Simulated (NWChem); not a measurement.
Program: NWChem. System: bromine monochloride (BrCl), charge 0, spin multiplicity 1, at a geometry optimised with B3LYP/def2-SVP. Level: CCSD(T)/def2-SVP, 14 core orbitals frozen.

The NWChem input:

```
start mol
memory heap 100 mb stack 700 mb global 1900 mb
geometry units angstroms nocenter noautoz
  Cl     0.000000     0.000000     1.477578
  Br     0.000000     0.000000    -0.717681
  symmetry group C2v
end
basis spherical
  * library def2-svp
end
scf
  rhf
  nopen 0
  maxiter 100
  thresh 1e-7
  semidirect memsize 60000000 filesize 0
end
ccsd
  freeze core 14
  maxiter 60
end
task ccsd(t) energy
```

Output (cleaned and shortened):

```
             Northwest Computational Chemistry Package (NWChem) 7.3.0
             --------------------------------------------------------

                                NWChem Input Module
                                -------------------

 Scaling coordinates for geometry "geometry" by  1.889725989
 (inverse scale =  0.529177249)

 Turning off AUTOSYM since
 SYMMETRY directive was detected!

                             Geometry "geometry" -> ""
                             -------------------------

 Output coordinates in angstroms (scale by  1.889725989 to convert to a.u.)

  No.       Tag          Charge          X              Y              Z
 ---- ---------------- ---------- -------------- -------------- --------------
    1 Cl                  17.0000     0.00000000     0.00000000     1.47757800
    2 Br                  35.0000     0.00000000     0.00000000    -0.71768100

 Effective nuclear repulsion energy (a.u.)     143.4274785594

            Nuclear Dipole moment (a.u.)
            ----------------------------
        X                 Y               Z
 ---------------- ---------------- ----------------
     0.0000000000     0.0000000000    -0.0000170075

      Symmetry information
      --------------------

 Group name             C2v
 Group number             16
 Group order               4
 No. of unique centers     2

      Symmetry unique atoms

     1    2


 Summary of "ao basis" -> "" (spherical)
 ------------------------------------------------------------------------------
       Tag                 Description            Shells   Functions and Types
 ---------------- ------------------------------  ------  ---------------------
 *                          def2-svp                  on all atoms

 Summary of "ao basis" -> "ao basis" (spherical)
 ------------------------------------------------------------------------------
       Tag                 Description            Shells   Functions and Types
 ---------------- ------------------------------  ------  ---------------------
 Cl                         def2-svp                 8       18   4s3p1d
 Br                         def2-svp                12       32   5s4p3d

                                 NWChem SCF Module
                                 -----------------

  ao basis        = "ao basis"
  functions       =    50
  atoms           =     2
  closed shells   =    26
  open shells     =     0
  charge          =   0.00
  wavefunction    = RHF
  use symmetry    = T
  symmetry adapt  = T

 Summary of "ao basis" -> "ao basis" (spherical)
 ------------------------------------------------------------------------------
       Tag                 Description            Shells   Functions and Types
 ---------------- ------------------------------  ------  ---------------------
 Cl                         def2-svp                 8       18   4s3p1d
 Br                         def2-svp                12       32   5s4p3d

      Symmetry analysis of basis
      --------------------------

        a1         24
        a2          4
        b1         11
        b2         11

 Forming initial guess at       0.1s

      Superposition of Atomic Density Guess
      -------------------------------------

 Sum of atomic energies:       -3031.40932772

      Non-variational initial energy
      ------------------------------

 Total energy =   -3031.442487
 1-e energy   =   -4503.249400
 2-e energy   =    1328.379435
 HOMO         =      -0.335162
 LUMO         =      -0.127745

      Symmetry analysis of molecular orbitals - initial
      -------------------------------------------------

 !! scf_movecs_sym_adapt:   30 vectors were symmetry contaminated

  Symmetry fudging

 !! scf_movecs_sym_adapt:   30 vectors were symmetry contaminated

  Numbering of irreducible representations:

     1 a1          2 a2          3 b1          4 b2

  Orbital symmetries:

     1 a1          2 a1          3 a1          4 a1          5 b2
     6 b1          7 a1          8 a1          9 a1         10 b2
    11 b1         12 a1         13 b2         14 b1         15 a1
    16 b1         17 b2         18 a1         19 a2         20 a1
    21 a1         22 a1         23 b2         24 b1         25 b2
    26 b1         27 a1         28 a1         29 b1         30 b2
    31 a1         32 a1         33 a1         34 a2         35 b2
    36 b1

 Starting SCF solution at       0.5s

 ----------------------------------------------
         Quadratically convergent ROHF

 Convergence threshold     :          1.000E-07
 Maximum no. of iterations :          100
 Final Fock-matrix accuracy:          1.000E-09
 ----------------------------------------------

              iter       energy          gnorm     gmax       time
             ----- ------------------- --------- --------- --------
                 1    -3031.4105295959  3.88D-01  2.04D-01      0.5
                 2    -3031.4214088155  9.59D-02  2.61D-02      0.5
                 3    -3031.4220877486  4.88D-03  1.91D-03      0.5
                 4    -3031.4220896122  1.86D-05  9.06D-06      0.5
                 5    -3031.4220896123  3.04D-09  1.03D-09      0.6

       Final RHF  results
       ------------------

         Total SCF energy =  -3031.422089612260
      One-electron energy =  -4502.104881257143
      Two-electron energy =   1327.255313085488
 Nuclear repulsion energy =    143.427478559396

        Time for solution =      0.1s

       Symmetry analysis of molecular orbitals - final
       -----------------------------------------------

  Numbering of irreducible representations:
[...]
           0.000000000000         418.622298661705           0.000000000000
           0.000000000000           0.000000000000           0.000000000000

  Mulliken analysis of the total density
  --------------------------------------

    Atom       Charge   Shell Charges
 -----------   ------   -------------------------------------------------------
    1 Cl  17    17.08   2.00  1.99  1.24  0.73  5.94  2.03  3.11  0.03
    2 Br  35    34.92   2.00  2.00  2.00  1.40  0.57  6.00  5.99  2.22  2.69  8.23  1.73  0.09

       Multipole analysis of the density wrt the origin
       ------------------------------------------------

     L   x y z        total         open         nuclear
     -   - - -        -----         ----         -------
     0   0 0 0     -0.000000      0.000000     52.000000

     1   1 0 0      0.000000      0.000000      0.000000
     1   0 1 0      0.000000      0.000000      0.000000
     1   0 0 1     -0.258822      0.000000     -0.000017

     2   2 0 0    -23.230243      0.000000      0.000000
     2   1 1 0      0.000000      0.000000      0.000000
     2   1 0 1     -0.000000      0.000000      0.000000
     2   0 2 0    -23.230243      0.000000      0.000000
     2   0 1 1     -0.000000      0.000000      0.000000
     2   0 0 2    -20.400316      0.000000    196.916826

                   Four-Index Transformation
                   -------------------------
          Number of basis functions:             50
          Number of shells:                      20
          Number of occupied orbitals:           26
          Number of occ. correlated orbitals:    12
          Block length:                          16
          Superscript MO index range:     15 -   26
          Subscript MO index range:       15 -   50
          MO coefficients read from:  ./mol.movecs
          Number of operator matrices in core:  156
          Half-transformed integrals produced

     Pass:    1     Index range:   15  -   26     Time:      1.29
 ------------------------------------------
 MP2 Energy (coupled cluster initial guess)
 ------------------------------------------
 Reference energy:          -3031.422089612260152
 MP2 Corr. energy:             -0.363221874388800
 Total MP2 energy:          -3031.785311486648880

 ****************************************************************************
              the segmented parallel ccsd program:    1 nodes
 ****************************************************************************

 level of theory    ccsd(t)
 number of core        14
 number of occupied    12
 number of virtual     24
 number of deleted      0
 total functions       50
 number of shells      20
 basis label          566

   ***** ccsd parameters *****
   iprt   =     0
   convi  =  0.100E-05
   maxit  =    60
   mxvec  =     5
 memory            104851228
  Using  1 OpenMP thread(s) in CCSD
  IO offset    20.000000000000000
  IO error message >End of File
  file_read_ga: failing reading from ./mol.t2
  Failed reading restart vector from ./mol.t2
  Using MP2 initial guess vector

-------------------------------------------------------------------------
 iter     correlation     delta       rms       T2     Non-T2      Main
             energy      energy      error      ampl     ampl      Block
                                                time     time      time
-------------------------------------------------------------------------
   1     -0.3713597890 -3.714D-01  1.388D-02     1.40     0.00     1.34
   2     -0.3784108100 -7.051D-03  4.480D-02     1.41     0.00     1.34
   3     -0.3795487736 -1.138D-03  5.306D-03     1.40     0.00     1.34
   4     -0.3801912086 -6.424D-04  1.356D-03     1.39     0.00     1.33
   5     -0.3801945456 -3.337D-06  3.279D-04     1.39     0.00     1.33
   6     -0.3801790425  1.550D-05  1.328D-04     1.40     0.00     1.34
   7     -0.3801811765 -2.134D-06  4.386D-05     1.39     0.00     1.33
   8     -0.3801805865  5.900D-07  9.196D-06     1.39     0.00     1.34
   9     -0.3801820666 -1.480D-06  1.075D-05     1.42     0.00     1.37
  10     -0.3801820593  7.286D-09  5.001D-06     1.40     0.00     1.33
  11     -0.3801821382 -7.887D-08  1.736D-06     1.38     0.00     1.33
  12     -0.3801821275  1.074D-08  1.064D-07     1.39     0.00     1.33
                  *************converged*************
-------------------------------------------------------------------------

 -----------
 CCSD Energy
 -----------
 Reference energy:           -3031.422089612260152
 CCSD corr. energy:             -0.380182127473332
 Total CCSD energy:          -3031.802271739733442

 --------------------------------
 Spin Component Scaled (SCS) CCSD
 --------------------------------
 Same spin contribution:                 -0.099656612554085
 Same spin scaling factor:                1.130000000000000
 Opposite spin contribution:             -0.280525514919248
 Opposite spin scaling fact.:             1.270000000000000
 SCS-CCSD correlation energy:            -0.468879376133560
 Total SCS-CCSD energy:               -3031.890968988393524
 memory            104851228

*********triples calculation*********

nkpass=    1; nvpass=    1; memdrv=          55320; memtrn=         697528; memavail=      104850924
 memory available/node                      104850924
 total number of virtual orbitals        24
 number of virtuals per integral pass    24
 number of integral evaluations           1
 number of occupied per triples pass     12
 number of triples passes                 1

 commencing integral evaluation        1 at          18.06
  symmetry use  T
task         2 out of       210 done   0%  at       0.1 secs
task        11 out of       210 done   5%  at       0.2 secs
task        21 out of       210 done  10%  at       0.4 secs
task        32 out of       210 done  15%  at       0.6 secs
task        42 out of       210 done  20%  at       0.7 secs
task        53 out of       210 done  25%  at       0.7 secs
task        63 out of       210 done  30%  at       0.8 secs
task        74 out of       210 done  35%  at       0.9 secs
task        84 out of       210 done  40%  at       0.9 secs
task        95 out of       210 done  45%  at       1.0 secs
task       105 out of       210 done  50%  at       1.1 secs
task       117 out of       210 done  55%  at       1.2 secs
task       126 out of       210 done  60%  at       1.2 secs
task       137 out of       210 done  65%  at       1.3 secs
task       147 out of       210 done  70%  at       1.3 secs
task       158 out of       210 done  75%  at       1.4 secs
task       168 out of       210 done  80%  at       1.4 secs
task       179 out of       210 done  85%  at       1.4 secs
task       189 out of       210 done  90%  at       1.5 secs
task       200 out of       210 done  95%  at       1.5 secs
task       210 out of       210 done 100%  at       1.5 secs
 commencing triples evaluation - blocking       1
 ccsd(t): done        1 out of       24 progress:    4.2%
 ccsd(t): done        2 out of       24 progress:    8.3%
 ccsd(t): done        3 out of       24 progress:   12.5%
 ccsd(t): done        4 out of       24 progress:   16.7%
 ccsd(t): done        5 out of       24 progress:   20.8%
 ccsd(t): done        6 out of       24 progress:   25.0%
 ccsd(t): done        7 out of       24 progress:   29.2%
 ccsd(t): done        8 out of       24 progress:   33.3%
 ccsd(t): done        9 out of       24 progress:   37.5%
 ccsd(t): done       10 out of       24 progress:   41.7%
 ccsd(t): done       11 out of       24 progress:   45.8%
 ccsd(t): done       12 out of       24 progress:   50.0%
 ccsd(t): done       13 out of       24 progress:   54.2%
 ccsd(t): done       14 out of       24 progress:   58.3%
 ccsd(t): done       15 out of       24 progress:   62.5%
 ccsd(t): done       16 out of       24 progress:   66.7%
 ccsd(t): done       17 out of       24 progress:   70.8%
 ccsd(t): done       18 out of       24 progress:   75.0%
 ccsd(t): done       19 out of       24 progress:   79.2%
 ccsd(t): done       20 out of       24 progress:   83.3%
 ccsd(t): done       21 out of       24 progress:   87.5%
 ccsd(t): done       22 out of       24 progress:   91.7%
 ccsd(t): done       23 out of       24 progress:   95.8%
 ccsd(t): done       24 out of       24 progress:  100.0%
 Time for integral evaluation pass     1        1.55
 Time for triples evaluation pass      1        0.55

 pseudo-e(mp4)  -0.86956540615351E-02
 pseudo-e(mp5)   0.29245897841500E-03
        e(t)    -0.84031950831201E-02

 --------------
 CCSD(T) Energy
 --------------
 Reference energy:                   -3031.422089612260152

 CCSD corr. energy:                     -0.380182127473332
 T(CCSD) corr. energy:                  -0.008695654061535
 Total CCSD+T(CCSD) energy:          -3031.810967393795181

 CCSD corr. energy:                     -0.380182127473332
 (T) corr. energy:                      -0.008403195083120
 Total CCSD(T) energy:               -3031.810674934816689

 routine      calls  cpu(0)   cpu-min  cpu-ave  cpu-max   i/o
 aoccsd          1     0.01     0.01     0.01     0.01    0.00
 iterdrv         1     0.01     0.01     0.01     0.01    0.00
 pampt          12     0.05     0.05     0.05     0.05    0.00
 t2pm           12     0.13     0.13     0.13     0.13    0.00
 sxy            12     0.14     0.14     0.14     0.14    0.00
 ints       505752    13.40    13.40    13.40    13.40    0.00
 t2eri        2520     1.87     1.87     1.87     1.87    0.00
 idx2         2520     0.47     0.47     0.47     0.47    0.00
 idx34          12     0.05     0.05     0.05     0.05    0.00
 ht2pm          12     0.13     0.13     0.13     0.13    0.00
 itm            12     0.38     0.38     0.38     0.38    0.00
 pdiis          12     0.01     0.01     0.01     0.01    0.00
 triples         1     0.00     0.00     0.00     0.00    0.00
 rdtrpo          1     0.01     0.01     0.01     0.01    0.00
 trpmos          1     1.55     1.55     1.55     1.55    0.00
 trpdrv          1     0.09     0.09     0.09     0.09    0.00
 dovvv       44928     0.11     0.11     0.11     0.11    0.00
 doooo       44928     0.08     0.08     0.08     0.08    0.00
 tengy       41472     0.23     0.23     0.23     0.23    0.00
 Total                18.71    18.71    18.71    18.71    0.00

 Task  times  cpu:       20.7s     wall:       20.7s

 Total times  cpu:       20.8s     wall:       20.8s
```
